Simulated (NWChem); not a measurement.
System meant: C3H4FNSi; SMILES N#C/C=C(\F)[SiH3]

Input file for NWChem:

```
start job
memory heap 200 mb stack 900 mb global 1100 mb
geometry units angstroms noautoz
  N     -0.047998    -3.226287     0.000000
  C     -0.342462    -2.104336     0.000000
  C     -0.730402    -0.735270     0.000000
  C      0.149826     0.282245     0.000000
  F      1.454354     0.017008     0.000000
  Si    -0.286010     2.126838     0.000000
  H     -1.800087    -0.511141     0.000000
  H     -1.771378     2.233465     0.000000
  H      0.297019     2.754504     1.218744
  H      0.297019     2.754504    -1.218744
end
basis spherical
  * library def2-svp
end
dft
  odft
  mult 2
  xc b3lyp
  iterations 150
  mulliken
end
task dft energy
```

End of the output:

```
 Summary of "ao basis" -> "ao basis" (spherical)
 ------------------------------------------------------------------------------
       Tag                 Description            Shells   Functions and Types
 ---------------- ------------------------------  ------  ---------------------
 N                          def2-svp                 6       14   3s2p1d
 C                          def2-svp                 6       14   3s2p1d
 F                          def2-svp                 6       14   3s2p1d
 Si                         def2-svp                 8       18   4s3p1d
 H                          def2-svp                 3        5   2s1p

 Summary of "ao basis" -> "ao basis" (spherical)
 ------------------------------------------------------------------------------
       Tag                 Description            Shells   Functions and Types
 ---------------- ------------------------------  ------  ---------------------
 N                          def2-svp                 6       14   3s2p1d
 C                          def2-svp                 6       14   3s2p1d
 F                          def2-svp                 6       14   3s2p1d
 Si                         def2-svp                 8       18   4s3p1d
 H                          def2-svp                 3        5   2s1p

      Symmetry analysis of basis
      --------------------------

        a'         76
        a"         32

  number of electrons :                   52
  multiplicity        :                    2
 ------------------------------------------------------------------------
  no. of electrons and multiplicity not compatible                  52
 ------------------------------------------------------------------------
 ------------------------------------------------------------------------
  current input line :
    25: task dft energy
 ------------------------------------------------------------------------
 ------------------------------------------------------------------------
 There is an error in the input file
 ------------------------------------------------------------------------
 For more information see the NWChem manual at https://nwchemgit.github.io

0: no. of electrons and multiplicity not compatible:Received an Error in Communication
```

Q: Can this run be used? If not, why, and what is the fix?

A: The input was rejected before any calculation. Cause: the multiplicity doesn't fit the number of electrons (an even count wants an odd multiplicity, and the reverse). This input runs:
```
start job
memory heap 200 mb stack 900 mb global 1100 mb
geometry units angstroms noautoz
  N     -0.047998    -3.226287     0.000000
  C     -0.342462    -2.104336     0.000000
  C     -0.730402    -0.735270     0.000000
  C      0.149826     0.282245     0.000000
  F      1.454354     0.017008     0.000000
  Si    -0.286010     2.126838     0.000000
  H     -1.800087    -0.511141     0.000000
  H     -1.771378     2.233465     0.000000
  H      0.297019     2.754504     1.218744
  H      0.297019     2.754504    -1.218744
end
basis spherical
  N library def2-svp
  C library def2-svp
  F library def2-svp
  Si library def2-svp
  H library def2-svp
end
dft
  xc b3lyp
  iterations 150
  mulliken
end
task dft energy
```
It converges to -560.48246 Ha (B3LYP/def2-SVP).
